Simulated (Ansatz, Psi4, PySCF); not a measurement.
C₆H₉FO, singlet, at a GFN2-xTB geometry. Base run: CCSD(T)/STO-3G (PySCF).

PySCF was given this input:
```python
from pyscf import gto, scf, cc

mol = gto.M(
    atom='''
C     2.22663661    0.91063264    0.51830703
C     1.08461958    0.30470280    0.25007391
C     0.79674948   -0.59982499   -0.91320456
C    -0.59496256   -1.18400321   -0.64104338
O    -1.23634382   -1.46283348   -1.86007536
C    -1.28965435   -0.09554853    0.19261701
C    -0.17294078    0.44718065    1.07875122
F    -0.40478526    1.75706800    1.44502880
H     3.09152855    0.78877916   -0.11035641
H     2.32874289    1.56336931    1.36785303
H     0.74483065   -0.02437496   -1.84026090
H     1.55471049   -1.37088405   -1.04043781
H    -0.50635019   -2.10395283   -0.03990647
H    -2.12610296   -1.78653614   -1.68489290
H    -2.14139008   -0.46693361    0.76143298
H    -1.62584332    0.70217280   -0.47284114
H    -0.08899624   -0.11141997    2.02174611
''',
    basis='sto-3g',
    verbose=4,
)

mf = scf.RHF(mol)
mf.kernel()

mycc = cc.CCSD(mf)
mycc.kernel()
et = mycc.ccsd_t()
print('E(CCSD(T)) = %.10f' % (mycc.e_tot + et))
```

The same geometry, method and basis name were run in Ansatz (a first-principles code) and Psi4 and PySCF, at each program's defaults and at the settings that a row names. The base is PySCF at its defaults. Differences at the defaults can come from grids, fitting, cores and function types together.

```tsv
code and settings	ΔE vs base (µEh)	basis functions	E (Eh)	SCF cycles
PySCF, defaults (exact integrals, spherical functions, all electrons correlated)	0.0	49	-402.00414	9
Psi4, defaults (exact integrals, spherical functions, all electrons correlated)	0.0	49	-402.00414	11
Ansatz, defaults (factorised integrals, spherical functions, frozen core)	?	49	?	-
PySCF, frozen core	2700	49	-402.00144	9
Psi4, exact integrals, spherical functions, frozen core	2700	49	-402.00144	11
Ansatz, high accuracy, frozen core	2700	49	-402.00144	-
```

Problem. Fill in the missing entries.

Solution. 
- Ansatz, defaults (factorised integrals, spherical functions, frozen core), ΔE vs base (µEh): 2756
- Ansatz, defaults (factorised integrals, spherical functions, frozen core), E (Eh): -402.00138
